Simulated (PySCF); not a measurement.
Compound: m-xylene, C8H10.
Atom-mapped SMILES: `[CH3:1][c:2]1[cH:3][cH:4][cH:5][c:6]([CH3:7])[cH:8]1`

Geometry (PBE0-D3(BJ)/def2-TZVP, Å), atoms numbered from 1 in this order:
```xyz
18
C8H10 angstrom
C     -2.404   -1.073    0.378
C     -1.198   -0.233    0.084
C     -1.329    1.093   -0.312
C     -0.204    1.868   -0.553
C      1.062    1.328   -0.401
C      1.222    0.001   -0.013
C      2.588   -0.602    0.116
C      0.083   -0.760    0.225
H     -3.307   -0.635   -0.048
H     -2.559   -1.168    1.457
H     -2.292   -2.083   -0.022
H     -2.318    1.522   -0.430
H     -0.316    2.903   -0.858
H      1.938    1.941   -0.587
H      2.588   -1.443    0.812
H      2.943   -0.975   -0.849
H      3.314    0.133    0.468
H      0.196   -1.796    0.531
```

Probes without a nucleus sit at each ring's centroid and 1 Å off its mean plane on both sides; NICS is minus the shielding there, NICSzz its component along the normal. Level: GIAO PBE0/pcSseg-2 (PySCF, non-relativistic, gas phase) on the PBE0-D3(BJ)/def2-TZVP geometry, one conformer.

Ring bond lengths (Å), with Mayer bond orders in brackets: C2–C3 1.390 (1.36), C3–C4 1.387 (1.42), C4–C5 1.385 (1.44), C5–C6 1.392 (1.36), C6–C8 1.390 (1.37), C8–C2 1.392 (1.38).

Give the NICS values of each ring in ppm.

| ring | type | NICS(0) | NICS(1), two faces | NICS(1)zz, two faces | rms pucker (Å) | centre to ring atoms, mean (Å) |
| --- | --- | --- | --- | --- | --- | --- |
| C2–C3–C4–C5–C6–C8 | 6-membered carbocycle; formal bonds all aromatic | -8.1 | -9.6 / -9.6 | -27.5 / -27.4 | 0.00 | 1.39 |

What do they say, and how far can they be read as aromaticity?

- C2–C3–C4–C5–C6–C8: mean NICS(1)zz -27.5 ppm, shielded, aromatic by this magnetic criterion (flat ring, no four-coordinate atom).

What does the geometric index give? HOMA = 1 − mean of α(R − Ropt)² over the ring bonds, with Krygowski's 1993 parameters (CC: Ropt 1.388 Å, α 257.7 Å⁻²).

- C2–C3–C4–C5–C6–C8: HOMA 1.00 = 1 − EN − GEO, with mean bond length 1.389 Å, EN = α(Ropt − mean)² = 0.000 and GEO = α × variance = 0.002. The geometric and the magnetic index point the same way.

What field does 9.4 T along the ring normal induce along that normal at the first NICS(1) probe listed for ring C2–C3–C4–C5–C6–C8, 1 Å off the ring?

NICSzz × B0 = -27.5 ppm × 9.4 T = -258 μT, against the applied field.

What are the shieldings of the ring atoms and their hydrogens in the same run (means over atoms taken as equivalent)?

```tsv
atoms	environment	σ isotropic (ppm)	principal values of the symmetric part, first atom (ppm)
C2 (×2)	substituted aromatic carbon	37.2	-70.3, 8.1, 173.8
C3 (×2)	aromatic CH carbon	50.6	-55.8, 46.8, 160.7
C4	aromatic CH carbon	48.0	-65.9, 37.4, 172.5
C8	aromatic CH carbon	46.7	-56.6, 47.1, 149.4
H12 (×2)	aromatic hydrogen	24.23	20.9, 23.2, 28.5
H13	aromatic hydrogen	24.05	20.8, 24.0, 27.4
H18	aromatic hydrogen	24.14	20.5, 21.7, 30.2
```
